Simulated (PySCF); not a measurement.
## `InChI=1S/C9H12O/c10-8-9-6-4-2-1-3-5-7-9/h1-2,7-8H,3-6H2/b2-1-,9-7+`

Molfile (atoms numbered from 1):
```
C9H12O
     RDKit          3D

 22 22  0  0  0  0  0  0  0  0999 V2000
    3.5194    0.1827    0.5088 O   0  0  0  0  0  0  0  0  0  0  0  0
    2.5726    0.9305    0.5459 C   0  0  0  0  0  0  0  0  0  0  0  0
    1.2209    0.6056    0.0412 C   0  0  0  0  0  0  0  0  0  0  0  0
    0.2911    1.5680    0.2061 C   0  0  0  0  0  0  0  0  0  0  0  0
   -1.1594    1.5953   -0.1406 C   0  0  0  0  0  0  0  0  0  0  0  0
   -1.8428    0.2681   -0.4752 C   0  0  0  0  0  0  0  0  0  0  0  0
   -1.8325   -0.7147    0.6647 C   0  0  0  0  0  0  0  0  0  0  0  0
   -0.8569   -1.5521    1.0391 C   0  0  0  0  0  0  0  0  0  0  0  0
    0.5014   -1.7900    0.4526 C   0  0  0  0  0  0  0  0  0  0  0  0
    1.0539   -0.7689   -0.5436 C   0  0  0  0  0  0  0  0  0  0  0  0
    2.6677    1.9591    0.9826 H   0  0  0  0  0  0  0  0  0  0  0  0
    0.6558    2.4985    0.6637 H   0  0  0  0  0  0  0  0  0  0  0  0
   -1.2892    2.3026   -0.9827 H   0  0  0  0  0  0  0  0  0  0  0  0
   -1.6899    2.0732    0.7025 H   0  0  0  0  0  0  0  0  0  0  0  0
   -1.4029   -0.1646   -1.3833 H   0  0  0  0  0  0  0  0  0  0  0  0
   -2.8891    0.4914   -0.7351 H   0  0  0  0  0  0  0  0  0  0  0  0
   -2.7385   -0.7202    1.2821 H   0  0  0  0  0  0  0  0  0  0  0  0
   -1.0717   -2.1782    1.9138 H   0  0  0  0  0  0  0  0  0  0  0  0
    0.5074   -2.7893   -0.0217 H   0  0  0  0  0  0  0  0  0  0  0  0
    1.2186   -1.8766    1.2874 H   0  0  0  0  0  0  0  0  0  0  0  0
    2.0577   -1.1081   -0.8397 H   0  0  0  0  0  0  0  0  0  0  0  0
    0.4478   -0.7407   -1.4575 H   0  0  0  0  0  0  0  0  0  0  0  0
  1  2  2  0
  2  3  1  0
  3  4  2  0
  4  5  1  0
  5  6  1  0
  6  7  1  0
  7  8  2  0
  8  9  1  0
  9 10  1  0
 10  3  1  0
  2 11  1  0
  4 12  1  0
  5 13  1  0
  5 14  1  0
  6 15  1  0
  6 16  1  0
  7 17  1  0
  8 18  1  0
  9 19  1  0
  9 20  1  0
 10 21  1  0
 10 22  1  0
M  END
```

Theory: quadratic response CAM-B3LYP/def2-SVPD first hyperpolarisability, Taylor convention, gas phase (PySCF). Geometry: PBE0-D3(BJ)/def2-SVP.

Q: What is the first hyperpolarisability, and how does it disperse?

A: In au, Taylor convention; the vector part is βᵢ = ⅓ Σⱼ (βᵢⱼⱼ + βⱼᵢⱼ + βⱼⱼᵢ); β∥ is 3/5 of the vector part along the dipole, the dipole points from − to +:
| process | λ (nm) | β vector norm | β∥ | β HRS | depolarisation ratio |
| --- | --- | --- | --- | --- | --- |
| static β(0;0,0) | ∞ | 181.4 | 50.9 | 80.4 | 4.09 |
| second harmonic β(−2ω;ω,ω) | 1907 | 194.7 | 57.8 | 86.2 | 4.14 |
| Pockels β(−ω;ω,0) | 1907 | 185.6 | 53.1 | – | – |
| second harmonic β(−2ω;ω,ω) | 1064 | 230.8 | 76.6 | 101.8 | 4.25 |
| Pockels β(−ω;ω,0) | 1064 | 195.7 | 58.3 | – | – |

Q: Which lowest excitations, dipole and polarisabilities go with it?

A: S1 4.07 eV (f = 0.000); S2 5.63 eV (f = 0.011); S3 5.78 eV (f = 0.263); dipole 3.66 D; isotropic α 107.0 au static, 107.3 au at 1907 nm, 108.0 au at 1064 nm, 108.3 au at 953.5 nm, 111.6 au at 532 nm.
